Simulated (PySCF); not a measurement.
K: ionisation energy

K [Ar] 4s1 (2S) → K⁺ [Ar] (1S), as a difference of total energies. All numbers are calculated (PySCF 2.14, scalar relativity by spin-free X2C-1e, in x2c-TZVPPall with one added diffuse shell each of s, p, d type (7s5p4d, 42 functions)). Correlated levels: valence and next inner shell: [Ne] frozen. The calculations carry no spin-orbit coupling.

```csv
method,ionisation energy (eV)
UHF,4.023
LDA,4.536
PBE,4.456
PBE0,4.387
r2SCAN,4.258
HSE06,4.396
TPSS,4.260
BP86,4.488
M06-2X,4.296
MP2 (valence and next inner shell),4.256
SCS-MP2 (valence and next inner shell),4.208
```

**Question.** How much does correlation contribute at MP2 (valence and next inner shell)?

**Answer.** 4.256 − (4.023) = 0.233 eV, measured against UHF.

Errors of the correlated levels include the incompleteness of this basis and the frozen core.

For comparison: 4.341 eV (measured; NIST Atomic Spectra Database, ionization energies).
